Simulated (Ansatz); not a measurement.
Wavefunction ladder for `O[AsH][SiH3]`

```
atom   x (Å)   y (Å)   z (Å)
  O1   1.344  -0.035  -1.400
 As2   1.138   0.595   0.288
 Si3  -1.147  -0.024   0.453
  H4   1.957   0.547  -1.856
  H5   1.580  -0.680   1.011
  H6  -1.529   0.037   1.890
  H7  -1.379  -1.392  -0.075
  H8  -1.964   0.953  -0.311
```

Total charge 0; spin multiplicity 1. Correlated methods include outer-core shells of As, which these sets cover unevenly. Scalar relativity is left out up to krypton. Geometry: relaxed with PBE0-D4/def2-TZVP. It is one conformer, not always the lowest. Frozen core, restricted reference, Ansatz 0.2.0.

```json
{"basis": "def2-SVP", "HF (Eh)": "-2600.46533", "MP2 corr.": "-0.52808"}
{"basis": "def2-TZVPP", "HF (Eh)": "-2600.95138", "MP2 corr.": "-0.64371"}
{"basis": "def2-QZVPP", "HF (Eh)": "-2601.00991", "MP2 corr.": "-0.95591"}
```

(1) Estimate the CCSD correlation energy and the (T) correction in each basis where they were run (hartree).

Results:

(1) 
```tsv
basis	CCSD corr.	(T)
def2-SVP	-0.56243	-0.01439
def2-TZVPP	-0.67499	-0.02447
```
